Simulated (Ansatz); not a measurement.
`C[O][Sb]([F])[F]` + `[F][Mg][SH]` → `C[S][Mg][F]` + `[OH][Sb]([F])[F]`  (substitution at a C–O bond)

Computed with Ansatz on PBE0-D4/def2-TZVP structures; ΔE is electronic, products minus reactants. CBS: MP2 limit from def2 TZ/QZ plus the TZ coupled-cluster correction, frozen cores. DFT in def2-TZVPP. def2 core potentials past Kr. For Mg, Sb outer-core shells are correlated without core-valence functions, which leaves a few kJ/mol of doubt a bond. One conformer a species, not always the lowest.

Question: Is it downhill or uphill in electronic energy at CCSD(T)/CBS, and by how much? (Best estimate.)

Answer: Computed: Downhill: ΔE = -4.9 kcal/mol.

Question: What do these levels give: r2SCAN-D4, r2SCANh-D4, r2SCAN0-D4, CAM-B3LYP-D4, revPBE, r2SCAN? (Best estimate.)

Answer: Ansatz gave: r2SCAN-D4 -4.6, r2SCANh-D4 -4.8, r2SCAN0-D4 -4.9, CAM-B3LYP-D4 -3.5, revPBE -6.0, r2SCAN -4.7 kcal/mol.

Largest T1 diagnostic among the species: 0.015.

In def2-TZVPP, CCSD(T) changes the Hartree–Fock value by −1.1 kcal/mol (the triples alone add −0.2 kcal/mol) and MP2 by −2.4 kcal/mol. Leaving LDA and LC-ωPBE aside and taking each functional with its dispersion term where it has one, the values, not all of them listed here, spread over 2.1 kcal/mol, from revPBE-D4 to CAM-B3LYP-D4. LDA lies +1.2 kcal/mol from PBE without D4.
